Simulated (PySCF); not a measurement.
Input for PySCF: U-B3LYP/LANL2DZ on H3InSe (SMILES [SeH][InH2]), a point of a bond scan (R = 1.619 Å).

```python
from pyscf import gto, scf, dft, mp
from pyscf.data.elements import chemcore

mol = gto.M(
    atom='''
    In    0.22339801    0.01839752   -0.98952239
    H    -1.02239165   -0.56246117   -2.02010142
    H     1.78075972    0.62095011   -1.39331669
    Se   -0.37150912   -0.04334066    1.47104518
    H     1.05623429    0.56931054    1.92582244
    ''',
    basis='lanl2dz',
    ecp={'In': 'lanl2dz', 'Se': 'lanl2dz'},
    charge=0, spin=0, verbose=3, max_memory=1800)
mf = dft.UKS(mol, xc='b3lyp')
mf.conv_tol = 1e-8
mf.max_cycle = 100
mf.init_guess_breaksym = True
mf.kernel()
if not mf.converged:
    mf = mf.newton().run(mf.mo_coeff, mf.mo_occ)
for _ in range(4):
    mo, _, stable, _ = mf.stability(return_status=True)
    if stable:
        break
    mf.kernel(mf.make_rdm1(mo, mf.mo_occ))
```

Program output:

```
converged SCF energy = -12.9023200605743  <S^2> = 6.1522165e-10  2S+1 = 1
<class 'pyscf.dft.uks.UKS'> wavefunction is stable in the internal stability analysis
```

The calculation finished and met its thresholds.

Cost: very roughly 14 core-seconds.
